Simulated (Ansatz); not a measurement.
Start from `C[O][Ga]([F])[Cl]` and change one element to get `C[O][In]([F])[Cl]`.

Ansatz, PBE0-D4/def2-TZVP geometries, multiplicity 1. Each molecule was computed in one conformer, which needn't be the lowest.

Elements past krypton have def2 core potentials. Scalar relativity is left out up to krypton.

```tsv
property	`C[O][Ga]([F])[Cl]`
HOMO–LUMO gap (PBE0/def2-TZVPP) / eV	7.04
HOMO energy (PBE/def2-TZVPP) / eV	-7.04
LUMO energy (ωB97M-V/def2-TZVPP) / eV	0.40
HOMO–LUMO gap (PBE/def2-TZVPP) / eV	4.52
LUMO energy (PBE/def2-TZVPP) / eV	-2.52
LUMO energy (PBE0/def2-TZVPP) / eV	-1.54
```

(1) Give the same properties after the change, and the shifts. (Best estimate.)

## Answers

(1) The calculation gave: 
```tsv
property	`C[O][In]([F])[Cl]`	shift
HOMO–LUMO gap (PBE0/def2-TZVPP) / eV	5.70	-1.34
HOMO energy (PBE/def2-TZVPP) / eV	-6.78	0.26
LUMO energy (ωB97M-V/def2-TZVPP) / eV	-0.64	-1.04
HOMO–LUMO gap (PBE/def2-TZVPP) / eV	3.27	-1.25
LUMO energy (PBE/def2-TZVPP) / eV	-3.51	-0.99
LUMO energy (PBE0/def2-TZVPP) / eV	-2.61	-1.07
```

With PBE0 the HOMO rises by 0.27 eV and the LUMO falls by 1.07 eV, so the gap narrows by about 1.34 eV. PBE moves the HOMO by 0.26 eV and ωB97M-V by 0.28 eV.

Positive LUMOs are unbound, so they and the gaps depend on the basis.
